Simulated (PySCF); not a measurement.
SrF, SMILES [F][Sr], multiplicity 2.

Geometry: B3LYP-D3(BJ)/def2-TZVPD. The spin state was assumed, not searched. The def2 effective core potentials stand for the cores of Sr; spin–orbit coupling is left out.

Computed with B3LYP/def2-TZVPD in PySCF.

The molecule is in vacuum.

Computed frontier levels, dipole moment and polarisability:
| Quantity | Result |
|---|---|
| α spin, highest occupied and lowest empty level | -3.87 and -1.15 eV |
| β spin, highest occupied and lowest empty level | -8.80 and -2.33 eV |
| dipole moment | 0.795 e·Å |
| mean static polarisability | 157.1 bohr³ (23.28 Å³) |
| polarisability, principal values | 120.3, 175.5, 175.5 bohr³ |
| ⟨S²⟩ | 0.750 (pure state 0.75) |
